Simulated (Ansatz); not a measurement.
Z-matrix (Å, degrees):
```
Ge
F 1 1.748
Cl 1 2.180 2 98.4
```

Total charge 0; spin multiplicity 1.

Q: List the PBE0/def2-TZVPP orbital energies in eV (Ansatz 0.2.0). (An estimate is asked.)

A: Ansatz gave: Occupied: -10861.78, -2767.41, -1359.92, -1209.78, -1209.73, -1209.70, -673.54, -259.25, -197.50, -197.42, -197.38, -172.64, -122.53, -122.38, -122.29, -35.54, -35.27, -35.26, -35.19, -35.07, -32.11, -22.91, -15.17, -12.19, -11.96, -11.69, -9.61, -9.40, -8.44. Lowest empty: -2.84, -0.15, 0.39, 4.95, 5.25, 5.97, 5.99, 6.30.
